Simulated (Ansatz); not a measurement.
Reaction (formal loss of a carbene): `Cc1ccc(C)c(C)c1` → `[CH2]` (triplet) + `Cc1ccccc1C`

Isolated molecules relaxed with PBE0-D4/def2-TZVP in Ansatz; ΔE leaves out vibrations. CCSD(T)/CBS is the MP2 limit (def2-TZVPP, def2-QZVPP) plus CCSD(T) − MP2 in def2-TZVPP, frozen cores. This one scheme is used for every species. DFT in def2-TZVPP. Triplets are unrestricted, without spin–orbit coupling.

`Cc1ccc(C)c(C)c1`:

Cartesian coordinates in Å:
```
C 1.132 -2.192 -2.004
C 0.500 -1.076 -1.229
C -0.382 -0.188 -1.827
C -0.972 0.825 -1.086
C -0.704 0.987 0.266
C -1.351 2.089 1.046
C 0.187 0.098 0.883
C 0.513 0.234 2.338
C 0.769 -0.910 0.127
H 1.025 -2.037 -3.079
H 2.197 -2.281 -1.778
H 0.668 -3.153 -1.760
H -0.610 -0.285 -2.883
H -1.658 1.511 -1.573
H -1.946 1.699 1.878
H -2.012 2.682 0.411
H -0.609 2.765 1.481
H 0.953 1.211 2.561
H 1.221 -0.533 2.655
H -0.383 0.144 2.960
H 1.461 -1.592 0.614
```

`[CH2]` (triplet):

Z-matrix (Å, degrees):
```
C
H 1 1.079
H 1 1.079 2 134.9
```

`Cc1ccccc1C`:

Z-matrix (Å, degrees):
```
C
C 1 1.497
H 1 1.094 2 111.5
H 1 1.090 2 111.1 3 -120.4
H 1 1.094 2 111.6 3 119.1
C 2 1.390 1 120.4 3 119.9
C 2 1.402 1 120.6 3 -60.0
C 6 1.387 2 121.5 1 -180.0
H 6 1.085 2 118.9 1 -0.0
C 7 1.390 2 119.0 1 180.0
C 7 1.497 2 120.6 1 -0.0
C 8 1.384 6 119.5 2 0.0
H 8 1.084 6 120.0 2 -180.0
H 10 1.085 7 118.9 2 180.0
H 11 1.094 7 111.6 2 59.2
H 11 1.094 7 111.5 2 -60.0
H 11 1.090 7 111.1 2 179.6
H 12 1.084 8 120.4 6 180.0
```

(1) Is it downhill or uphill in electronic energy at CCSD(T)/CBS, and by how much? (An estimate is asked.)

(2) What do these levels give: B97M-V, r2SCANh-D4, r2SCAN0-D4, BHLYP-D4, r2SCANh, CCSD(T)/def2-SVP? (An estimate is asked.)

Largest T1 diagnostic among the species: 0.011.

## Answers

(1) The calculation gave: Uphill: ΔE = +106.1 kcal/mol.

(2) The calculation gave: B97M-V 106.6, r2SCANh-D4 100.6, r2SCAN0-D4 100.0, BHLYP-D4 101.5, r2SCANh 100.0, CCSD(T)/def2-SVP 102.9 kcal/mol.

At CCSD(T), def2-SVP lies −3.2 kcal/mol from the extrapolated value and def2-TZVPP −2.4 kcal/mol. From PBE to PBE0 (25 % exact exchange), in def2-TZVPP and without D4, ΔE moves by −1.8 kcal/mol. In def2-TZVPP, CCSD(T) changes the Hartree–Fock value by +33.7 kcal/mol (the triples alone add +2.9 kcal/mol) and MP2 by +37.4 kcal/mol.
